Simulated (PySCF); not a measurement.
Ga(H)(OH)(OMe) (CH5GaO2), SMILES [O]([GaH][OH])C. Geometry: PBE-D3(BJ)/def2-SVP. The structure was generated by enumeration; whether it is a known compound was not checked. One conformer was computed; it need not be the lowest.

Computed equilibrium geometry at PBE-D3(BJ)/def2-SVP (PySCF confirms it by a frequency run) as a Z-matrix, and its point group (one conformer of several):
point group Cs.
```
O
C 1 1.4153
H 2 1.1135 1 113.64
H 2 1.1140 3 107.80 1 -122.24
H 2 1.1140 3 107.80 4 -115.51
Ga 1 1.7931 2 123.32 3 0.00
O 6 1.8059 1 112.63 2 0.00
H 7 0.9744 6 112.11 1 180.00
H 6 1.5590 1 119.48 2 180.00
```
